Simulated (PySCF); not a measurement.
## Cr²⁺: excitation energy

Cr²⁺ [Ar] 3d4 (5D) → Cr²⁺ [Ar] 3d3 4p1 (high-spin determinant), as a difference of total energies. Computed with PySCF 2.14 in ANO-RCC-VTZP, with scalar relativity by spin-free X2C-1e. Correlated levels: valence and next inner shell: [Ne] frozen. The calculations carry no spin-orbit coupling.

```
                                method  excitation energy (eV)
                                   UHF                  11.147
    MP2 (valence and next inner shell)                  12.049
SCS-MP2 (valence and next inner shell)                  11.717
   CCSD (valence and next inner shell)                  11.784
CCSD(T) (valence and next inner shell)                  11.781
```

How much does correlation contribute at CCSD(T) (valence and next inner shell)?

11.781 − (11.147) = 0.634 eV, measured against UHF.

A first-order spin-orbit estimate (lowest level to lowest level, LS coupling) adds -0.051 eV.

The basis was made for the ground configuration and has no added diffuse functions, so the excitation energy can come out too high.

The determinant of the upper state mixes LS terms, which raises its energy above the lowest term, most at the Hartree-Fock and MP2 levels.
